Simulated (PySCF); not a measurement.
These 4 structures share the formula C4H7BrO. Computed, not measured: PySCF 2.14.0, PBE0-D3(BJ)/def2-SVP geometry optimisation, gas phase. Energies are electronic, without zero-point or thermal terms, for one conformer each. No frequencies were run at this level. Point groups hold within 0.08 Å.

Problem. Order them by energy at this level, lowest first, and give relative energies in kcal/mol.
A. `[OH:1][CH2:2]/[CH:3]=[CH:4]\[CH2:5][Br:6]` with H–O1–C2–C3 58°, O1–C2–C3–C4 -132°, C3–C4–C5–Br6 -99°
B. `[CH3:1][C@H:2]([Br:3])[CH2:4][CH:5]=[O:6]` with C1–C2–C4–C5 -71°, C2–C4–C5–O6 -2°
C. `[CH3:1][O:2][C@@H:3]1[CH2:4][C@H:5]1[Br:6]` with C1–O2–C3–C4 155°
D. `[CH3:1][C:2](=[O:3])[CH2:4][CH2:5][Br:6]` with C1–C2–C4–C5 180°, C2–C4–C5–Br6 180°

Solution. D (0.0), B (4.9), A (24.4), C (33.1).

As drawn, the lowest has a C=O bond, which the highest lacks; the highest has a three-membered ring, which the lowest lacks.

```json
{"SMILES": "CC(=O)CCBr", "E (Eh)": "-2804.98345", "E rel (kcal/mol)": "0.0", "dipole (D)": "2.63", "point group": "Cs", "A, B, C (MHz)": "8423, 768.1, 713.3"}
{"SMILES": "C[C@H](Br)CC=O", "E (Eh)": "-2804.97564", "E rel (kcal/mol)": "4.9", "dipole (D)": "1.69", "point group": "C1", "A, B, C (MHz)": "5787, 1036, 934.4"}
{"SMILES": "OC/C=C\\CBr", "E (Eh)": "-2804.94455", "E rel (kcal/mol)": "24.4", "dipole (D)": "2.11", "point group": "C1", "A, B, C (MHz)": "6722, 781.3, 745.7"}
{"SMILES": "CO[C@@H]1C[C@H]1Br", "E (Eh)": "-2804.93069", "E rel (kcal/mol)": "33.1", "dipole (D)": "1.15", "point group": "C1", "A, B, C (MHz)": "5412, 1092, 953.0"}
```
